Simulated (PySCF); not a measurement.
A geometry optimisation on `C=CC[SiH](O)O`.

Method: PBE0-D3(BJ)/def2-SVP geometry optimisation, gas phase (PySCF 2.14.0). Start geometry: GFN2-xTB. A driver script takes a list of jobs; this job's settings line and coordinates (Å) are shown.

Input:
```
{"job": {"xc": "PBE0", "basis": "def2-SVP", "d3": "d3bj", "grid": 1, "kind": "geom"}, "charge": 0, "multiplicity": 1}
C     -2.231584    -0.259042    -0.048299
C     -1.252292     0.504357    -0.501688
C     -0.047279     0.887736     0.281416
Si     1.481514    -0.112714    -0.270164
O      1.123667    -1.668893    -0.607757
O      2.008796     0.539133    -1.655670
H     -2.235248    -0.633470     0.963830
H     -3.075975    -0.532253    -0.657915
H     -1.275095     0.864372    -1.521583
H     -0.226035     0.723960     1.344479
H      0.160129     1.947295     0.141812
H      2.530093    -0.069448     0.749094
H      0.581394    -2.180903    -0.016443
H      2.457238    -0.010604    -2.292971
```

Output:
```
step   0  E = -558.42776368  max force = 0.017398
step   1  E = -558.43172546  max force = 0.002909
step   2  E = -558.43194131  max force = 0.002049
step   3  E = -558.43209442  max force = 0.002367
step   4  E = -558.43253644  max force = 0.004222
step   5  E = -558.42918718  max force = 0.021664
step   6  E = -558.43372674  max force = 0.010964
step   7  E = -558.43451266  max force = 0.007441
step   8  E = -558.43578559  max force = 0.004814
step   9  E = -558.43619044  max force = 0.004096
step  10  E = -558.43647136  max force = 0.002889
step  11  E = -558.43672954  max force = 0.001730
step  12  E = -558.43681304  max force = 0.000897
step  13  E = -558.43686135  max force = 0.000959
step  14  E = -558.43687116  max force = 0.000421
optimisation converged
```

Energies in Eh; «max force» is the largest Cartesian gradient component in Eh/bohr.

How much energy does the optimisation release, in eV?

E(step 0) − E(last step) = 0.009107 Eh, which is 0.248 eV.

In short: final energy -558.43687 Eh after 14 steps; dipole 0.57 D.

Where do the atoms end?

0.269 Å rms from the input after alignment:
```
atom  x, y, z in Å
C1    -2.3138   -0.4702   -0.2303
C2    -1.4375    0.4359   -0.6811
C3    -0.1975    0.8695    0.0265
Si4    1.2371   -0.1788   -0.5888
O5     0.7998   -1.7783   -0.5214
O6     1.5247    0.3468   -2.1420
H7    -2.2174   -0.9214    0.7635
H8    -3.1769   -0.7699   -0.8299
H9    -1.5872    0.8552   -1.6838
H10   -0.2794    0.7119    1.1149
H11    0.0238    1.9335   -0.1525
H12    2.4631   -0.0702    0.2470
H13   -0.1298   -1.9210   -0.7443
H14    2.1908   -0.1371   -2.6393
```

Estimate the wall time. Hardware: one thread of an Arm Neoverse N1 (shared host).

About 2.4 min.
Labels such as C1 count atoms from 1, the log's own numbers from 0.
